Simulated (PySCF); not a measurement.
SMILES CC(=O)[SiH2]c1ccccc1 (C8H10OSi), singlet, GFN2-xTB optimised geometry. Atoms within 1.6 Å of the plane z = 0.0 Å (x, y, z in Å): C2 (-0.38, -2.68, -0.94), O3 (0.17, -3.59, -0.37), Si4 (-1.45, -1.39, 0.02), C5 (-0.47, 0.23, 0.00), C6 (-1.13, 1.46, 0.00), C7 (-0.42, 2.64, 0.00), C8 (0.97, 2.62, 0.00), C9 (1.64, 1.41, 0.00), C10 (0.92, 0.23, 0.00), H14 (-2.72, -1.22, -0.69), H15 (-1.65, -1.89, 1.38), H16 (-2.21, 1.48, 0.01), H17 (-0.94, 3.59, 0.00), H18 (1.52, 3.55, 0.00), H19 (2.72, 1.39, 0.00), H20 (1.45, -0.72, 0.00).

Calculation: PySCF 2.14.0 with PBE0/def2-SVP. Cells within 0.4 Å of a nucleus heavier than hydrogen are left out (blank, or x).

Map of the electron localisation function on the plane z = 0.0 Å:

```
|0000000000000000000000000000000|
|0000000000000000000000000000000|
|0000000000000000000000000000000|
|0000000000058720004862000000000|
|0000000000699970029998100000000|
|0000000000899991069999400000000|
|0000000000699993179999200000000|
|0000000000189975669995000000000|
|00000000000162x58xx740000000000|
|00000004652265x58xx731232000000|
|0000002999966974469858999400000|
|000000499997xx51044x29999700000|
|000000199997x361055x39999700000|
|0000000178757975569858999400000|
|0000000000026xx78xx621343000000|
|0000000000047xx78xx730000000000|
|0000025775369975579993000000000|
|0000058999100772189998100000000|
|00000699990xx041059999200000000|
|00000489980xx041003896000000000|
|0000014675100673100000000000000|
|0000001122236753220000000000000|
|0000000000123325542000000000000|
|0000000000001268874100000000000|
|0000000000001488885200000000000|
|0000000000001588885100000000000|
|0000000000001367763000000000000|
|0000000000000123321000000000000|
|0000000000000000000000000000000|
|0000000000000000000000000000000|
|0000000000000000000000000000000|
```
Scale: ten equal steps from 0.000 (start of '0') to 1.000 (end of '9'), in the order '0123456789'; x runs from -6.00 to 6.00, y from -6.00 (bottom) to 6.00 (top).
